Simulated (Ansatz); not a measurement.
Cartesian coordinates in Å:
```
C -0.423 -2.059 0.429
O -0.802 -1.584 -0.849
Ge -0.164 -0.072 -1.456
Cl 1.982 -0.193 -1.523
O -0.555 1.224 -0.345
Si 0.257 2.078 0.803
H 0.660 -2.206 0.500
H -0.741 -1.377 1.224
H -0.915 -3.021 0.578
H -0.758 0.185 -2.831
H -0.743 2.920 1.504
H 1.295 2.943 0.187
H 0.906 1.162 1.778
```

Total charge 0; spin multiplicity 1.

Task: List the PBE0/def2-TZVPP orbital energies in eV (the Gaussian-basis code of Ansatz). (Estimate.)

Result: The calculation gave: Occupied: -10861.62, -2767.50, -1803.12, -1359.73, -1209.58, -1209.55, -1209.54, -523.10, -523.01, -279.55, -259.34, -197.62, -197.48, -197.48, -172.60, -145.37, -122.45, -122.38, -122.34, -100.06, -100.01, -100.00, -35.42, -35.37, -35.24, -35.17, -35.16, -28.51, -27.61, -23.04, -19.39, -16.51, -14.75, -13.18, -12.97, -12.91, -11.96, -11.63, -11.06, -10.47, -9.58, -9.44, -9.34, -9.08, -8.83, -8.51. Lowest empty: -0.30, 0.30, 0.91, 1.27, 1.51, 1.66, 2.13, 2.35.
